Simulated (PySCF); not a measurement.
A species of formula C3H12SSi3 has this rotational fingerprint, computed with PBE0/pcSseg-1 in PySCF (dipole) on a GFN2-xTB geometry, gas phase:

| Quantity | Value |
| --- | --- |
| Rotational constants | A = 1389, B = 954.2, C = 627.8 MHz |
| Dipole components | \|μa\| = 0.51 D, \|μb\| = 1.55 D, \|μc\| = 0.74 D |
| Inertial defect | -88.54 u·Å² |
| κ | -0.14 |

Problem. Which structure is it? (One computed conformer of each.)
A. `[CH2:1]=[CH:2][CH2:3][SiH2:4][SiH2:5][S:6][SiH3:7]` with C1–C2–C3–Si4 -95°, C2–C3–Si4–Si5 61°, C3–Si4–Si5–S6 59°, Si4–Si5–S6–Si7 72°
B. `[CH3:1][C:2](=[S:3])[CH2:4][SiH:5]([SiH3:6])[SiH3:7]` with C1–C2–C4–Si5 93°, C2–C4–Si5–Si6 -177°
C. `[CH3:1][S:2][Si@@H:3]1[SiH2:4][CH2:5][C@@H:6]1[SiH3:7]` with C1–S2–Si3–Si4 -85°, S2–Si3–Si4–C5 -102°, Si3–Si4–C5–C6 -10°, Si4–C5–C6–Si7 143°, S2–Si3–C6–C5 106°

Solution. C. It is CS[Si@@H]1[SiH2]C[C@@H]1[SiH3], an asymmetric top, point group C1. The candidates at the same level (rigid rotor, commonest isotopes):

| SMILES | A (MHz) | B (MHz) | C (MHz) | μa (D) | μb (D) | μc (D) | Δ (u·Å²) | point group | rotor |
| --- | --- | --- | --- | --- | --- | --- | --- | --- | --- |
| CC(=S)C[SiH]([SiH3])[SiH3] | 1580 | 716.3 | 557.3 | 1.49 | 2.10 | 0.95 | -118.54 | C1 | asymmetric top |
| C=CC[SiH2][SiH2]S[SiH3] | 1851 | 628.5 | 576.8 | 0.39 | 1.66 | 0.02 | -201.05 | C1 | near-prolate asymmetric top |
| CS[Si@@H]1[SiH2]C[C@@H]1[SiH3] | 1389 | 954.2 | 627.8 | 0.51 | 1.55 | 0.74 | -88.54 | C1 | asymmetric top |

`C=CC[SiH2][SiH2]S[SiH3]` has B 34 % too low; `CC(=S)C[SiH]([SiH3])[SiH3]` has B 25 % too low. No structure here is proved a minimum.
